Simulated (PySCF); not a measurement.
**`Cc1ccc([S@@](C)=O)cc1`, C$_{8}$H$_{10}$OS**

Geometry (Å), atoms numbered from 1 in this order:
```xyz
20

C    -2.970    0.334    0.543
C    -1.565   -0.116    0.268
C    -0.831   -0.816    1.234
C     0.460   -1.267    0.973
C     1.030   -1.002   -0.266
S     2.687   -1.653   -0.570
C     3.562   -0.070   -0.378
O     3.058   -2.464    0.639
C     0.320   -0.325   -1.255
C    -0.968    0.122   -0.977
H    -3.218    1.249   -0.014
H    -3.695   -0.440    0.241
H    -3.129    0.529    1.614
H    -1.283   -1.014    2.210
H     1.049   -1.828    1.705
H     3.351    0.304    0.633
H     3.235    0.644   -1.147
H     4.632   -0.292   -0.488
H     0.765   -0.145   -2.238
H    -1.527    0.662   -1.747
```

The calculation used quadratic response CAM-B3LYP/aug-cc-pVDZ first hyperpolarisability, Taylor convention, gas phase (PySCF). Geometry: PBE0-D3(BJ)/def2-SVP.

Give the tensor of the second harmonic β(−2ω;ω,ω) at 1064 nm in the axes of these coordinates.

In au, Taylor convention; rows are the first index (the induced dipole):
|  | xx | yy | zz | xy | xz | yz |
| --- | --- | --- | --- | --- | --- | --- |
| x | -60.1 | -29.1 | +6.6 | -62.4 | +40.4 | -23.6 |
| y | -56.6 | -119.0 | -30.9 | -26.2 | -23.2 | +38.9 |
| z | +36.5 | +38.9 | +71.4 | -21.5 | +8.2 | -30.5 |

Norm of βᵢ = ⅓ Σⱼ (βᵢⱼⱼ + βⱼᵢⱼ + βⱼⱼᵢ): 269.8 au, hyper-Rayleigh value 101.8 au.
